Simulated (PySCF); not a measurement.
C₄H₁₂Ge (SMILES [CH3][Ge]([CH3])([CH3])[CH3]), singlet, at a GFN2-xTB geometry; R2SCAN/def2-SVP (PySCF).

Input for PySCF:
```python
from pyscf import gto, scf, dft

mol = gto.Mole()
mol.atom = '''
    C    -0.23947062   -1.06595218   -1.65989926
    Ge    0.00000000    0.00000000   -0.00000000
    C    -0.06719706    1.93648478   -0.44088209
    C    -1.45232338   -0.43786460    1.28370447
    C     1.75899106   -0.43266800    0.81707688
    H    -1.19574845   -0.84621800   -2.12542525
    H    -0.20636169   -2.12977053   -1.44389199
    H     0.54406792   -0.84340260   -2.37823336
    H     0.06161749    2.54065356    0.45234337
    H    -1.02110312    2.19755474   -0.88962537
    H     0.71871324    2.20037014   -1.14243348
    H    -2.42529904   -0.20948328    0.85870428
    H    -1.43591229   -1.49303582    1.54023754
    H    -1.34257843    0.13361553    2.20067303
    H     1.81961363   -1.48776767    1.06718570
    H     2.57004324   -0.20139974    0.13284433
    H     1.91294749    0.13888367    1.72762118
'''
mol.basis = 'def2-svp'
mol.verbose = 4
mol.build()

mf = dft.RKS(mol)
mf.xc = 'r2scan'
mf.grids.atom_grid = (99, 590)
mf.grids.prune = None
mf.kernel()
```

Output, abridged:

```
PySCF version 2.14.0

[INPUT] verbose = 4
[INPUT] num. atoms = 17
[INPUT] num. electrons = 68
[INPUT] charge = 0
[INPUT] spin (= nelec alpha-beta = 2S) = 0
[INPUT] symmetry False subgroup None
[INPUT] Mole.unit = angstrom
[INPUT] Symbol           X                Y                Z      unit          X                Y                Z       unit  Magmom
[INPUT]  1 C     -0.239470620000  -1.065952180000  -1.659899260000 AA   -0.452533886680  -2.014357682083  -3.136754995768 Bohr   0.0
[INPUT]  2 Ge     0.000000000000   0.000000000000   0.000000000000 AA    0.000000000000   0.000000000000   0.000000000000 Bohr   0.0
[INPUT]  3 C     -0.067197060000   1.936484780000  -0.440882090000 AA   -0.126984039776   3.659425878589  -0.833146403326 Bohr   0.0
[INPUT]  4 C     -1.452323380000  -0.437864600000   1.283704470000 AA   -2.744493432503  -0.827444173642   2.425849873180 Bohr   0.0
[INPUT]  5 C      1.758991060000  -0.432668000000   0.817076880000 AA    3.324011358958  -0.817624022863   1.544051525914 Bohr   0.0
[INPUT]  6 H     -1.195748450000  -0.846218000000  -2.125425250000 AA   -2.259637084373  -1.599120261677  -4.016471620735 Bohr   0.0
[INPUT]  7 H     -0.206361690000  -2.129770530000  -1.443891990000 AA   -0.389967076702  -4.024683009870  -2.728560414553 Bohr   0.0
[INPUT]  8 H      0.544067920000  -0.843402600000  -2.378233360000 AA    1.028139361962  -1.593799926746  -4.494209710704 Bohr   0.0
[INPUT]  9 H      0.061617490000   2.540653560000   0.452343370000 AA    0.116440180583   4.801139405801   0.854805083563 Bohr   0.0
[INPUT] 10 H     -1.021103120000   2.197554740000  -0.889625370000 AA   -1.929605241739   4.152776602340  -1.681148302765 Bohr   0.0
[INPUT] 11 H      0.718713240000   2.200370140000  -1.142433480000 AA    1.358171185699   4.158096937271  -2.158886392734 Bohr   0.0
[INPUT] 12 H     -2.425299040000  -0.209483280000   0.858704280000 AA   -4.583150955771  -0.395866026876   1.622715911192 Bohr   0.0
[INPUT] 13 H     -1.435912290000  -1.493035820000   1.540237540000 AA   -2.713480966997  -2.821428793965   2.910627117374 Bohr   0.0
[INPUT] 14 H     -1.342578430000   0.133615530000   2.200673030000 AA   -2.537105533449   0.252496757689   4.158669316417 Bohr   0.0
[INPUT] 15 H      1.819613630000  -1.487767670000   1.067185700000 AA    3.438571413226  -2.811473433282   2.016688697052 Bohr   0.0
[INPUT] 16 H      2.570043240000  -0.201399740000   0.132844330000 AA    4.856677851890  -0.380590350159   0.251039400901 Bohr   0.0
[INPUT] 17 H      1.912947490000   0.138883670000   1.727621180000 AA    3.614946846774   0.262452099474   3.264730877198 Bohr   0.0

nuclear repulsion = 395.501390849737
number of shells = 72
number of NR pGTOs = 254
number of NR cGTOs = 148
basis = def2-svp
ecp = {}

******** <class 'pyscf.dft.rks.RKS'> ********
method = RKS
initial guess = minao
damping factor = 0
level_shift factor = 0
DIIS = <class 'pyscf.scf.diis.CDIIS'>
diis_start_cycle = 1
diis_space = 8
diis_damp = 0
SCF conv_tol = 1e-09
SCF conv_tol_grad = None
SCF max_cycles = 50
direct_scf = True
direct_scf_tol = 1e-13
XC library pyscf.dft.libxc version 7.1.2
    S. Lehtola, C. Steigemann, M. J. T. Oliveira, and M. A. L. Marques,  SoftwareX 7, 1–5 (2018)
XC functionals = r2scan
    J. W. Furness, A. D. Kaplan, J. Ning, J. P. Perdew, and J. Sun,  J. Phys. Chem. Lett. 11, 8208–8215 (2020)
    J. W. Furness, A. D. Kaplan, J. Ning, J. P. Perdew, and J. Sun,  J. Phys. Chem. Lett. 11, 9248–9248 (2020)
    J. W. Furness, A. D. Kaplan, J. Ning, J. P. Perdew, and J. Sun,  J. Phys. Chem. Lett. 11, 8208–8215 (2020)
    J. W. Furness, A. D. Kaplan, J. Ning, J. P. Perdew, and J. Sun,  J. Phys. Chem. Lett. 11, 9248–9248 (2020)
radial grids:
    Treutler-Ahlrichs [JCP 102, 346 (1995); DOI:10.1063/1.469408] (M4) radial grids

becke partition: Becke, JCP 88, 2547 (1988); DOI:10.1063/1.454033
pruning grids: None
grids dens level: 3
symmetrized grids: False
atomic radii adjust function: <function treutler_atomic_radii_adjust>
User specified grid scheme (99, 590)
small_rho_cutoff = 0
Set gradient conv threshold to 3.16228e-05
Initial guess from minao.
tot grids = 992976
init E= -2235.30507310602
  HOMO = -0.352326404268629  LUMO = -0.00477964306979528  gap/eV = 9.45723
cycle= 1 E= -2236.05525535284  delta_E= -0.75  |g|= 0.76  |ddm|=  3.9
  HOMO = -0.195609808839116  LUMO = 0.0866426122000923  gap/eV = 7.68048
cycle= 2 E= -2235.95801807603  delta_E= 0.0972  |g|= 1.01  |ddm|= 1.51
  HOMO = -0.254085102508245  LUMO = 0.0554315868196467  gap/eV = 8.42238
cycle= 3 E= -2236.18494979469  delta_E= -0.227  |g|= 0.0314  |ddm|= 0.886
  HOMO = -0.260288390181523  LUMO = 0.0521828212959301  gap/eV = 8.50277
cycle= 4 E= -2236.18502241812  delta_E= -7.26e-05  |g|= 0.0229  |ddm|= 0.0524
  HOMO = -0.258330656942321  LUMO = 0.0525874943141633  gap/eV = 8.46051
cycle= 5 E= -2236.18512158614  delta_E= -9.92e-05  |g|= 0.00132  |ddm|= 0.0223
  HOMO = -0.258348649843291  LUMO = 0.0524693236205382  gap/eV = 8.45779
cycle= 6 E= -2236.18512204971  delta_E= -4.64e-07  |g|= 0.00042  |ddm|= 0.00243
  HOMO = -0.258429231446139  LUMO = 0.052418178387438  gap/eV = 8.45859
cycle= 7 E= -2236.18512210828  delta_E= -5.86e-08  |g|= 6.92e-05  |ddm|= 0.000658
  HOMO = -0.258436524912605  LUMO = 0.0524095327681624  gap/eV = 8.45855
cycle= 8 E= -2236.18512210937  delta_E= -1.08e-09  |g|= 3.32e-06  |ddm|= 7.69e-05
  HOMO = -0.258436135371346  LUMO = 0.0524093115326374  gap/eV = 8.45854
cycle= 9 E= -2236.18512210938  delta_E= -1.05e-11  |g|= 1.95e-07  |ddm|= 1.07e-05
  HOMO = -0.258436196939566  LUMO = 0.0524092717838132  gap/eV = 8.45854
Extra cycle  E= -2236.18512210937  delta_E= 2.73e-12  |g|= 2.38e-07  |ddm|= 4.11e-07
converged SCF energy = -2236.18512210937
```
